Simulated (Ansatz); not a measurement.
`CO[SiH2]O[SiH3]` → `CO[SiH](O)[SiH3]`  (isomerisation)

Gas-phase electronic energies from Ansatz, PBE0-D4/def2-TZVP geometries. CCSD(T)/CBS adds triple-zeta CCSD(T) − MP2 to the extrapolated MP2 energy (def2 sets, frozen cores). Functionals use def2-TZVPP. B3LYP here is the variant with VWN-RPA as its local correlation; programs differ in this. HSE06 is defined as in plane-wave codes. One conformer a species, not always the lowest.

```csv
level,ΔE (kcal/mol),difference from CCSD(T)/CBS
LDA (SPW92),20.0,-6.9
PBE-D4,19.8,-7.1
revPBE-D4,20.2,-6.7
BLYP-D4,24.9,-2.0
r2SCAN-D4,24.9,-2.0
B97M-V,25.3,-1.6
PBE0-D4,22.4,-4.5
B3LYP-D4,26.6,-0.3
r2SCANh-D4,25.3,-1.6
r2SCAN0-D4,26.0,-0.9
HSE06-D4,22.3,-4.6
CAM-B3LYP-D4,28.1,1.2
ωB97X-V,25.9,-1.0
ωB97M-V,27.1,0.2
B2PLYP,27.7,0.8
PBE-QIDH,25.9,-1.0
revPBE,19.7,-7.2
BLYP,24.7,-2.2
r2SCAN,24.8,-2.1
B3LYP,26.5,-0.4
r2SCANh,25.3,-1.6
r2SCAN0,26.0,-0.9
HSE06,22.3,-4.6
BHLYP,29.8,2.9
CAM-B3LYP,28.1,1.2
LC-ωPBE,24.3,-2.6
RPA@PBE/def2-TZVPP,27.4,0.5
HF/def2-SVP,31.6,4.7
MP2/def2-SVP,27.7,0.8
CCSD/def2-SVP,26.9,0.0
CCSD(T)/def2-SVP,26.2,-0.7
HF/def2-TZVPP,33.8,6.9
MP2/def2-TZVPP,28.7,1.8
SCS-MP2/def2-TZVPP,29.9,3.0
CCSD/def2-TZVPP,27.9,1.0
MP2/def2-QZVPP,29.0,2.1
SCS-MP2/def2-QZVPP,30.1,3.2
HF/CBS(def2),34.6,7.7
MP2/CBS(def2),28.8,1.9
CCSD/CBS(def2),27.9,1.0
CCSD(T)/CBS,26.9,0
```

Largest T1 diagnostic among the species: 0.012.

From BLYP to BHLYP (50 % exact exchange), in def2-TZVPP and without D4, ΔE moves by +5.0 kcal/mol. At CCSD(T), def2-SVP lies −0.7 kcal/mol from the extrapolated value and def2-TZVPP −0.0 kcal/mol.
